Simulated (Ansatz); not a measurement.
Born–Oppenheimer molecular dynamics of CH$_{4}$F$_{2}$OTi (9 atoms, charge 0, multiplicity 1). It starts at the highest image of a converged band. Of that band: The profile has 2 maxima (images 5, 8) with wells between them (image 7): this band takes more than one step, which may be the mechanism or a detour left from its start path. A vibrational analysis at the climbing image gives one clearly imaginary mode, 1434i cm⁻¹: a first-order saddle point.

Level of theory: UKS PBE0-D4/def2-SVP in Ansatz 0.2.0.

```yaml
ensemble: NVE (velocity Verlet)
time_step: 0.5 fs
steps_asked: 200
starting_velocities_drawn_for: 100 K
seed: 7499
```

First frame:

```xyz
9
Properties=species:S:1:pos:R:3
Ti -0.837 -0.742 -0.169
C 0.746 0.779 -0.051
O -0.334 -1.138 1.372
H 0.388 -0.181 0.975
F -2.425 0.003 -0.239
F -0.460 -1.953 -1.384
H 0.128 1.667 -0.264
H 1.311 0.489 -0.953
H 1.484 1.075 0.711
```

**Question.** How far do the bonds stretch over the last three quarters of this one trajectory? (Pairs bonded in most of those frames.)

**Answer.** 
```
  bond  mean (Å)  spread (Å)  shortest  longest
Ti1–C2     2.076       0.079      1.95     2.18
Ti1–O3     1.788       0.031      1.74     1.84
Ti1–F5     1.738       0.018      1.68     1.76
Ti1–F6     1.733       0.014      1.70     1.75
 C2–H7     1.105       0.005      1.09     1.11
 C2–H8     1.107       0.012      1.08     1.13
 C2–H9     1.107       0.009      1.09     1.13
 O3–H4     0.979       0.027      0.93     1.02
```

Mean temperature of the second half: 743 K. The conserved energy stayed within 0.12 meV per atom of its start (net change -0.051 meV per atom), so the integration is sound. The kinetic energy rose, since the run started high on the potential surface and went downhill. A run of 0.1 ps of so small a system gives no equilibrium averages. The orbitals were unrestricted but ended closed-shell.

Time of the run: 17 min on 4 threads of Arm Neoverse N1, on a shared host, peak memory 0.37 GiB.
